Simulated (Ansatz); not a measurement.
Basis-set extrapolation for CH₅BClFSi (`B[Si](C)(F)Cl`) (PBE0-D4/def2-TZVP geometry, frozen core, the Gaussian-basis code of Ansatz). Multiplicity 1, RHF reference.

```json
{"": "HF", "def2-TZVPP": "-913.536098", "def2-QZVPP": "-913.565834"}
{"": "MP2 correlation", "def2-TZVPP": "-0.827975", "def2-QZVPP": "-0.899407"}
{"": "CCSD(T) correlation", "def2-TZVPP": "-0.912057", "def2-QZVPP": "not run"}
```

Energies in hartree. Use E(X) = E(∞) + A·exp(−7.88·√X) for Hartree–Fock and E(X) = E(∞) + B·X^(−2.97) for correlation, with X = 3 and 4, and add CCSD(T) minus MP2 of the smaller set to the MP2 limit.

**Question.** What is the CCSD(T) energy at the basis-set limit?

**Answer.** HF limit: -913.565834 + (-0.029736) × 0.13774 = -913.56993. MP2 limit: -0.899407 + (-0.071432) × 0.74074 = -0.95232. Higher-order term: -0.912057 − (-0.827975) = -0.08408. Total: -914.60633 hartree, 4.30 eV below CCSD(T)/def2-TZVPP.
